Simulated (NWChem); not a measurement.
Program: NWChem. System: H5NSi2, charge 0, spin multiplicity 1, at a geometry optimised with PBE/def2-SVP. The structure started from a generated list of species. Level: RHF/def2-TZVPP.

Job file:

```
start mol
memory heap 200 mb stack 900 mb global 1100 mb
geometry units angstroms nocenter noautoz
  Si     0.416793    -1.040511     0.000000
  N     -1.315728    -1.179764     0.000000
  H     -1.769599    -2.099864     0.000000
  H     -2.009908    -0.423698     0.000000
  Si     0.417821     1.391335     0.000000
  H     -0.976427     1.991175     0.000000
  H      1.140714     1.939600    -1.209624
  H      1.140714     1.939600     1.209624
  symmetry group Cs
end
basis spherical
  * library def2-tzvpp
end
scf
  rhf
  nopen 0
  maxiter 100
  thresh 1e-7
  semidirect memsize 60000000 filesize 0
end
task scf energy
```

Part of the output:

```
             Northwest Computational Chemistry Package (NWChem) 7.3.0
             --------------------------------------------------------

                                NWChem Input Module
                                -------------------

 Scaling coordinates for geometry "geometry" by  1.889725989
 (inverse scale =  0.529177249)

 Turning off AUTOSYM since
 SYMMETRY directive was detected!

                             Geometry "geometry" -> ""
                             -------------------------

 Output coordinates in angstroms (scale by  1.889725989 to convert to a.u.)

  No.       Tag          Charge          X              Y              Z
 ---- ---------------- ---------- -------------- -------------- --------------
    1 Si                  14.0000     0.41679300    -1.04051100     0.00000000
    2 N                    7.0000    -1.31572800    -1.17976400     0.00000000
    3 H                    1.0000    -1.76959900    -2.09986400     0.00000000
    4 H                    1.0000    -2.00990800    -0.42369800     0.00000000
    5 Si                  14.0000     0.41782100     1.39133500     0.00000000
    6 H                    1.0000    -0.97642700     1.99117500     0.00000000
    7 H                    1.0000     1.14071400     1.93960000    -1.20962400
    8 H                    1.0000     1.14071400     1.93960000     1.20962400

 Effective nuclear repulsion energy (a.u.)     132.7792764251

            Nuclear Dipole moment (a.u.)
            ----------------------------
        X                 Y               Z
 ---------------- ---------------- ----------------
    -0.0000113384     0.0000018897     0.0000000000

      Symmetry information
      --------------------

 Group name             Cs
 Group number              2
 Group order               2
 No. of unique centers     7

      Symmetry unique atoms

     1    2    3    4    5    6    7


 Summary of "ao basis" -> "" (spherical)
 ------------------------------------------------------------------------------
       Tag                 Description            Shells   Functions and Types
 ---------------- ------------------------------  ------  ---------------------
 *                         def2-tzvpp                 on all atoms

 Summary of "ao basis" -> "ao basis" (spherical)
 ------------------------------------------------------------------------------
       Tag                 Description            Shells   Functions and Types
 ---------------- ------------------------------  ------  ---------------------
 Si                        def2-tzvpp               14       42   5s5p3d1f
 N                         def2-tzvpp               11       31   5s3p2d1f
 H                         def2-tzvpp                6       14   3s2p1d

                                 NWChem SCF Module
                                 -----------------

  ao basis        = "ao basis"
  functions       =   185
  atoms           =     8
  closed shells   =    20
  open shells     =     0
  charge          =   0.00
  wavefunction    = RHF
  use symmetry    = T
  symmetry adapt  = T

 Summary of "ao basis" -> "ao basis" (spherical)
 ------------------------------------------------------------------------------
       Tag                 Description            Shells   Functions and Types
 ---------------- ------------------------------  ------  ---------------------
 Si                        def2-tzvpp               14       42   5s5p3d1f
 N                         def2-tzvpp               11       31   5s3p2d1f
 H                         def2-tzvpp                6       14   3s2p1d

      Symmetry analysis of basis
      --------------------------

        a'        121
        a"         64

 Forming initial guess at       0.1s

      Superposition of Atomic Density Guess
      -------------------------------------

 Sum of atomic energies:        -634.48141881

      Non-variational initial energy
      ------------------------------

 Total energy =    -635.331054
 1-e energy   =   -1141.291967
 2-e energy   =     373.181637
 HOMO         =      -0.205120
 LUMO         =      -0.056026

      Symmetry analysis of molecular orbitals - initial
      -------------------------------------------------

  Numbering of irreducible representations:

     1 a'          2 a"

  Orbital symmetries:

     1 a'          2 a'          3 a'          4 a'          5 a'
     6 a'          7 a"          8 a'          9 a'         10 a'
    11 a"         12 a'         13 a'         14 a'         15 a'
    16 a'         17 a"         18 a'         19 a"         20 a'
    21 a"         22 a'         23 a'         24 a'         25 a"
    26 a'         27 a'         28 a'         29 a'         30 a"

 Starting SCF solution at       5.6s

 ----------------------------------------------
         Quadratically convergent ROHF

 Convergence threshold     :          1.000E-07
 Maximum no. of iterations :          100
 Final Fock-matrix accuracy:          1.000E-09
 ----------------------------------------------

              iter       energy          gnorm     gmax       time
             ----- ------------------- --------- --------- --------
                 1     -635.1973306094  7.24D-01  1.27D-01      7.4
                 2     -635.2365773220  3.75D-01  8.99D-02      9.2
                 3     -635.2471980148  1.43D-02  5.31D-03     13.8
                 4     -635.2472418676  2.08D-04  6.93D-05     21.2
                 5     -635.2472418768  1.57D-08  2.91D-09     33.0

       Final RHF  results
       ------------------

         Total SCF energy =   -635.247241876820
      One-electron energy =  -1143.951380924333
      Two-electron energy =    375.924862622431
 Nuclear repulsion energy =    132.779276425083

        Time for solution =     27.4s

       Symmetry analysis of molecular orbitals - final
       -----------------------------------------------

  Numbering of irreducible representations:

     1 a'          2 a"

  Orbital symmetries:

     1 a'          2 a'          3 a'          4 a'          5 a'
     6 a"          7 a'          8 a'          9 a"         10 a'
    11 a'         12 a'         13 a'         14 a'         15 a'
    16 a'         17 a"         18 a'         19 a"         20 a'
    21 a"         22 a'         23 a'         24 a'         25 a"
    26 a'         27 a'         28 a'         29 a'         30 a"

             Final eigenvalues
             -----------------

              1
    1  -68.7878
    2  -68.7604
    3  -15.5704
    4   -6.1338
    5   -6.1104
    6   -4.2367
    7   -4.2361
    8   -4.2352
    9   -4.2164
   10   -4.2164
   11   -4.2161
   12   -1.1442
   13   -0.7245
   14   -0.6747
   15   -0.6538
   16   -0.4751
   17   -0.4703
   18   -0.4487
   19   -0.4344
   20   -0.3054
   21    0.0425
   22    0.0964
   23    0.1374
   24    0.1445
   25    0.1580
   26    0.1661
   27    0.1929
   28    0.2231
   29    0.2505
   30    0.2725

                       ROHF Final Molecular Orbital Analysis
                       -------------------------------------

 Vector   18  Occ=2.000000D+00  E=-4.486807D-01  Symmetry=a'
              MO Center=  4.3D-01,  1.5D-01, -5.6D-15, r^2= 3.8D+00
   Bfn.  Coefficient  Atom+Function         Bfn.  Coefficient  Atom+Function
  ----- ------------  ---------------      ----- ------------  ---------------
     4      0.315959  1 Si s                  5      0.280281  1 Si s
   117     -0.193662  5 Si py                 3     -0.190983  1 Si s
    15      0.190821  1 Si px                48     -0.160045  2 N  px

 Vector   19  Occ=2.000000D+00  E=-4.344189D-01  Symmetry=a"
              MO Center= -1.1D+00, -1.0D+00, -5.0D-14, r^2= 1.9D+00
   Bfn.  Coefficient  Atom+Function         Bfn.  Coefficient  Atom+Function
  ----- ------------  ---------------      ----- ------------  ---------------
    50      0.371916  2 N  pz                53      0.352462  2 N  pz
    56      0.294444  2 N  pz

 Vector   20  Occ=2.000000D+00  E=-3.053545D-01  Symmetry=a'
              MO Center=  5.4D-01, -7.2D-01,  2.0D-13, r^2= 3.5D+00
   Bfn.  Coefficient  Atom+Function         Bfn.  Coefficient  Atom+Function
  ----- ------------  ---------------      ----- ------------  ---------------
     5      0.378051  1 Si s                 16     -0.329169  1 Si py
     4      0.276195  1 Si s                117      0.257534  5 Si py
    19     -0.233993  1 Si py                 3     -0.161631  1 Si s

 Vector   21  Occ=0.000000D+00  E= 4.254917D-02  Symmetry=a"
              MO Center=  4.7D-01, -8.2D-01, -3.5D-14, r^2= 4.0D+00
   Bfn.  Coefficient  Atom+Function         Bfn.  Coefficient  Atom+Function
  ----- ------------  ---------------      ----- ------------  ---------------
    20      0.738205  1 Si pz                56     -0.310055  2 N  pz
    17      0.281279  1 Si pz               160      0.177298  7 H  s
   174     -0.177298  8 H  s

 Vector   22  Occ=0.000000D+00  E= 9.637021D-02  Symmetry=a'
              MO Center= -6.7D-02, -9.0D-01, -5.9D-15, r^2= 7.6D+00
   Bfn.  Coefficient  Atom+Function         Bfn.  Coefficient  Atom+Function
  ----- ------------  ---------------      ----- ------------  ---------------
    47      1.648107  2 N  s                 19      0.935200  1 Si py
   106     -0.896501  5 Si s                 18      0.794847  1 Si px
   120      0.653138  5 Si py                76     -0.566830  3 H  s
   146      0.477901  6 H  s                119      0.421265  5 Si px
    90     -0.315542  4 H  s                 15      0.263958  1 Si px

 Vector   23  Occ=0.000000D+00  E= 1.373866D-01  Symmetry=a'
              MO Center=  5.3D-01,  6.1D-01, -5.3D-16, r^2= 1.0D+01
   Bfn.  Coefficient  Atom+Function         Bfn.  Coefficient  Atom+Function
  ----- ------------  ---------------      ----- ------------  ---------------
     5      2.961760  1 Si s                106     -2.415941  5 Si s
   120      1.711951  5 Si py                19      1.694530  1 Si py
    47     -1.688534  2 N  s                 18     -0.756240  1 Si px
   119     -0.419170  5 Si px               160      0.406199  7 H  s
   174      0.406199  8 H  s                 76      0.345910  3 H  s

 center of mass
 --------------
 x =   0.06127663 y =  -0.08396715 z =   0.00000000

 moments of inertia (a.u.)
 ------------------
         439.035996326889        -118.125859780531           0.000000000000
        -118.125859780531         170.221297465086           0.000000000000
           0.000000000000           0.000000000000         588.193161185853

  Mulliken analysis of the total density
  --------------------------------------

    Atom       Charge   Shell Charges
 -----------   ------   -------------------------------------------------------
    1 Si  14    13.76   2.00  0.59  1.38  0.99  0.74  4.11  1.74  0.44  1.06  0.45  0.00  0.09  0.12  0.03
    2 N    7     7.52   0.82  1.16  0.51  0.82  0.18  1.49  1.72  0.79  0.00  0.02  0.00
    3 H    1     0.81   0.25  0.44  0.06  0.02  0.04  0.01
    4 H    1     0.81   0.25  0.43  0.06  0.02  0.05  0.01
    5 Si  14    13.76   2.00  0.58  1.39  0.80  0.43  4.12  1.73  0.51  1.51  0.41  0.00  0.10  0.15  0.02
    6 H    1     1.12   0.23  0.57  0.30  0.00  0.02  0.00
    7 H    1     1.11   0.23  0.57  0.29  0.00  0.02  0.00
    8 H    1     1.11   0.23  0.57  0.29  0.00  0.02  0.00

       Multipole analysis of the density wrt the origin
       ------------------------------------------------

     L   x y z        total         open         nuclear
     -   - - -        -----         ----         -------
     0   0 0 0     -0.000000      0.000000     40.000000

     1   1 0 0     -0.714346      0.000000     -0.000011
     1   0 1 0     -0.293512      0.000000      0.000002
     1   0 0 1     -0.000000      0.000000      0.000000

     2   2 0 0    -25.238212      0.000000     98.993937
     2   1 1 0      2.371470      0.000000     71.354113
     2   1 0 1     -0.000000      0.000000      0.000000
     2   0 2 0    -28.879352      0.000000    243.115886
     2   0 1 1      0.000000      0.000000      0.000000
     2   0 0 2    -26.592155      0.000000     10.450293

 Task  times  cpu:       33.1s     wall:       33.1s

 Total times  cpu:       33.1s     wall:       33.1s
```
